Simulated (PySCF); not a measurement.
H₃N, charge +1, multiplicity 2. Atoms are numbered in the order given.

```xyz
4

N      0.0000     0.0000     0.0000
H      1.0241     0.0000     0.0000
H     -0.5121     0.8869     0.0000
H     -0.5121    -0.8869     0.0000
```
Charge +1, spin multiplicity 2.

The structure is a stationary point at PBE0-D3(BJ)/def2-TZVPD.

The numbers are results of PBE0-D3(BJ)/def2-TZVPD in PySCF, not measurements.

No scaling factor is applied to the harmonic values.

Modes within 1.5 cm⁻¹ of each other (mostly degenerate sets) share a row, with their intensities summed.

Computed harmonic wavenumbers and intensities:
| mode | ν (cm⁻¹) | IR (km/mol) | moving atoms (share of kinetic energy) |
|---|---|---|---|
| 1 | 869 | 222.5 | H 82 %, N 18 % |
| 2–3 | 1529 | 136.1 | H 92 % |
| 4 | 3369 | 0.0 | H 100 % |
| 5–6 | 3545 | 555.2 | H 90 %, N 10 % |
